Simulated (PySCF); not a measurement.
C₃H₇ISi.
Z-matrix (Å and degrees, PBE0-D3(BJ)/def2-SVP geometry), rows numbered from 1:
```
I 
Si  1  2.4552
C   2  1.8855  1  119.49
C   3  1.5546  2   85.73  1   137.06
C   4  1.5554  3  101.42  2   -23.24
H   2  1.4928  1  106.78  3  -132.86
H   3  1.1014  2  110.61  1    25.95
H   3  1.0985  2  121.52  1  -103.49
H   4  1.1023  3  114.19  2  -146.49
H   4  1.1020  3  110.11  2    93.29
H   5  1.0985  2  121.21  1   103.90
H   5  1.1011  2  110.91  1   -25.70
```

Computed with PBE0-D3(BJ)/def2-SVP geometry optimisation, gas phase, def2 core potentials past Kr (PySCF).

Take the most abundant isotopes and a rigid rotor. The values belong to one conformer with, in the numbering `[I:1][SiH:2]1[CH2:3][CH2:4][CH2:5]1`, I1–Si2–C3–C4 137°, Si2–C3–C4–C5 -23°, C3–C4–C5–Si2 23°, I1–Si2–C5–C4 -137°.

Problem. Give the principal moments of inertia and the rotational constants in MHz.

Solution. Ia = 70.24, Ib = 567.13, Ic = 593.18 u·Å²; 505379 MHz·u·Å²/I gives A = 7195, B = 891.1, C = 852.0 MHz.

Problem. What kind of rotor is it?

Solution. A near-prolate asymmetric top: κ = (2 × 891.1 − 7195 − 852.0)/(7195 − 852.0) = -0.99.

Problem. Is it planar, by Δ = Ic − Ia − Ib?

Solution. Not planar: Δ = Ic − Ia − Ib = -44.20 u·Å². For a rigid frame Δ = −2 Σ m c², so Σ m c² = 22.10 u·Å² lies off the ab plane: 9.39 from hydrogen and 12.71 from heavier atoms. The atom farthest from that plane is 2.09 Å away.

Problem. Give the coordinates in the principal-axis frame, origin at the centre of mass.

Solution. The sense of each axis is arbitrary; atoms in the order of the calculation.
```csv
atom,mass (u),a (Å),b (Å),c (Å)
I1,126.904,1.179,0.000,-0.057
Si2,27.977,-1.187,-0.002,0.597
C3,12.000,-2.379,1.204,-0.227
C4,12.000,-3.363,0.003,-0.297
C5,12.000,-2.383,-1.203,-0.231
H6,1.008,-1.222,-0.007,2.090
H7,1.008,-2.018,1.482,-1.230
H8,1.008,-2.728,2.109,0.288
H9,1.008,-4.016,0.004,-1.185
H10,1.008,-4.024,0.002,0.585
H11,1.008,-2.734,-2.105,0.288
H12,1.008,-2.025,-1.484,-1.234
```

Problem. List the rotational levels J(Ka,Kc) to J = 4 (cm⁻¹).

Solution. Above 0(0,0):
J = 1: 1(0,1) 0.0581, 1(1,1) 0.2684, 1(1,0) 0.2697
J = 2: 2(0,2) 0.1744, 2(1,2) 0.3834, 2(1,1) 0.3873, 2(2,1) 1.0181, 2(2,0) 1.0181
J = 3: 3(0,3) 0.3488, 3(1,3) 0.5559, 3(1,2) 0.5637, 3(2,2) 1.1925, 3(2,1) 1.1926, 3(3,1) 2.2471, 3(3,0) 2.2471
J = 4: 4(0,4) 0.5813, 4(1,4) 0.7858, 4(1,3) 0.7989, 4(2,3) 1.4251, 4(2,2) 1.4252, 4(3,2) 2.4797, 4(3,1) 2.4797, 4(4,1) 3.9561, 4(4,0) 3.9561
Those of J = 1 are B + C, A + C and A + B.

Problem. Predict some low-J microwave lines.

Solution. The dipole components are |μa| = 2.00 D, |μb| = 0.00 D, |μc| = 0.11 D; the mirror of this Cs structure is the ac plane, so μb vanishes by symmetry and there are no b-type lines. Intensities carry the squares of the components, which stand as 1.00 : 0.00 (a : c). Some lines, for components of 0.1 D or more:

```tsv
type	branch	J(Ka,Kc)	MHz	lower level (cm⁻¹)
a	R	1(0,1) ← 0(0,0)	1743	0.000
a	R	2(1,2) ← 1(1,1)	3447	0.268
a	R	2(0,2) ← 1(0,1)	3486	0.058
a	R	2(1,1) ← 1(1,0)	3525	0.270
c	Q	2(1,2) ← 2(0,2)	6265	0.174
c	Q	1(1,1) ← 1(0,1)	6304	0.058
c	R	1(1,0) ← 0(0,0)	8086	0.000
c	R	2(1,1) ← 1(0,1)	9868	0.058
c	Q	2(2,1) ← 2(1,1)	18911	0.387
c	R	2(2,0) ← 1(1,0)	22436	0.270
c	R	2(2,1) ← 1(1,1)	22475	0.268
```

Problem. Estimate the classical rotational partition function at 10 K, 50 K and 200 K.

Solution. Point group Cs, symmetry number σ = 1; q = (√π/σ)·√((kT/h)³/(ABC)), k/h = 20836.6 MHz/K: 2280 at 10 K, 25500 at 50 K, 204000 at 200 K.

No frequency check. Zero-point vibration and centrifugal distortion are left out. Quadrupole hyperfine structure (127I) is left out.
